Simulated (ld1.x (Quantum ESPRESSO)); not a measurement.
**What the settings do to the TM potential of chromium (Cr)**

Base potential:

```
Element                 : chromium
Generator               : ld1.x (Quantum ESPRESSO) 7.5
Type                    : norm-conserving Troullier–Martins (Kleinman–Bylander form)
Functional              : PW91
Relativity              : scalar-relativistic
Frozen core             : [Ar]
Valence charge          : 6
Reference configuration : 3d5 4s0.75 4p0 (charge +0.25)
Partial waves           : 4s (bound): rc 2.50 bohr; 4p (bound, empty): rc 3.20 bohr; 3d (bound): rc 1.60 bohr; 4f channel at 0.05 Ry: rc 3.30 bohr
Local potential         : the f channel
Core correction         : a·sin(br)/r model core inside 1.00 bohr
```

All-electron outer shells of the reference configuration (PW91, scalar-relativistic, ld1.x):

```tsv
shell	level (eV)	outermost node (bohr)	outermost maximum (bohr)
3s	-75.58	0.36	0.78
3p	-47.08	0.33	0.80
4s	-5.44	1.12	2.71
3d	-4.57	–	0.84
4p	-2.17	1.24	3.70
```

Cutoffs, loose and tight: the cutoffs (Ry, on a coarse ladder) from which the occupation-weighted sum of valence levels, in a spherical-Bessel basis at the reference potential, stays within 10 and 1 mRy of its value at 400 Ry. They do not see the model core or the augmentation charge, which bear on the density cutoff. Test errors are all-electron minus pseudo excitation energies from the reference, over the configurations 3d5 4s1 4p0; 3d5 4s0 4p0; 3d4 4s0 4p0; 3d5 4s0.5 4p0; 3d4 4s2 4p0; 3d6 4s0 4p0; 3d3 4s0 4p0. A dash means not determined; rows that change the core or the reference have their own tests.

| change | outcome | cutoff, loose | cutoff, tight | bound ghosts | largest test error (meV) |
| --- | --- | --- | --- | --- | --- |
| base | generated | 90 Ry | 100 Ry | none | -854 |
| wave 4f channel at 0.05 Ry: rc 3.30 bohr becomes 4f channel at 0.05 Ry: rc 3.52 bohr | generated | 90 Ry | 100 Ry | none | -893 |
| wave 3d (bound): rc 1.60 bohr becomes 3d (bound): rc 2.18 bohr | generated | 55 Ry | 70 Ry | none | -532 |
| wave 4p (bound): rc 3.20 bohr becomes 4p (bound): rc 3.34 bohr | generated | 90 Ry | 100 Ry | none | -854 |
| wave 4s (bound): rc 2.50 bohr becomes 4s (bound): rc 3.30 bohr | generated | 90 Ry | 100 Ry | none | -963 |
| all radii but the core radius scaled by about 0.81 (s 2.04, p 2.60, d 1.30, f 2.68 bohr) | generated | 120 Ry | 140 Ry | none | -836 |
| local potential the s channel | generated | 90 Ry | 100 Ry | none | -1440 |
| reference 3d5 4s0 4p1 | generated | 90 Ry | 100 Ry | none | -167 |
| core correction a·sin(br)/r model core inside 1.36 bohr | generated | 90 Ry | 100 Ry | none | -814 |
| wave 4f channel at 0.05 Ry: rc 3.30 bohr becomes 4f channel at 1.73 Ry: rc 3.30 bohr | generated | 90 Ry | 100 Ry | none | -746 |
| functional PBEsol | generated | 90 Ry | 100 Ry | none | -857 |
